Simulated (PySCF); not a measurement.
**J couplings in C₄H₃F₃O₂**

Geometry:
| atom | x (Å) | y (Å) | z (Å) |
| --- | --- | --- | --- |
| O1 | 0.789 | 0.034 | 1.718 |
| C2 | 0.613 | 0.046 | 0.537 |
| C3 | -0.608 | 0.501 | -0.180 |
| C4 | -1.927 | 0.156 | 0.404 |
| O5 | -1.410 | 1.436 | 0.475 |
| C6 | 1.702 | -0.474 | -0.451 |
| F7 | 2.774 | -0.948 | 0.169 |
| F8 | 2.102 | 0.495 | -1.286 |
| F9 | 1.200 | -1.460 | -1.216 |
| H10 | -0.524 | 0.613 | -1.257 |
| H11 | -1.951 | -0.402 | 1.334 |
| H12 | -2.760 | 0.002 | -0.273 |

Couplings: B3LYP/pcJ-1 (spin–dipole term only in couplings to heteroatoms) in PySCF 2.14.0 with density-fitted response routines, geometry GFN2-xTB; gas phase, one conformer, non-relativistic. Couplings are averaged over pairs made equivalent by symmetry, fast rotation or ring inversion, so a value needn't be that of the named pair in this geometry, while other rotamers aren't included; one pair stands for each set, and the list holds those of at least 1.5 Hz over up to four bonds, among pairs with at least one F or H atom (others weren't computed). One-bond C–F couplings come out tens of Hz too large with common functionals.

Isotopes: ¹³C, ¹⁹F, ¹H, ¹⁷O. Couplings to quadrupolar nuclei such as 17O and 33S are rarely resolved in practice.

```
    pair  bonds  J (Hz)
 C3, H10      1       ?
 C4, H11      1   189.7
 C4, H12      1   185.8
  C6, F7      1  -365.9
  C2, F7      2    34.4
 C2, H10      2       ?
 C3, H11      2       ?
 C4, H10      2    -1.8
 O5, H10      2       ?
 O5, H11      2    -6.4
 O5, H12      2    -5.9
  F7, F8      2    75.4
H11, H12      2     8.7
H10, H12      3     3.6
```

**Question.** Estimate the withheld couplings, with signs.

**Answer.** 
- ¹J(C3,H10) = 191.4 Hz (bond length 1.086 Å, sp3 carbon)
- ²J(C2,H10) = 11.5 Hz (angle at C3 116°)
- ²J(C3,H11) = -2.0 Hz (angle at C4 119°)
- ²J(O5,H10) = -7.0 Hz (angle at C3 116°)
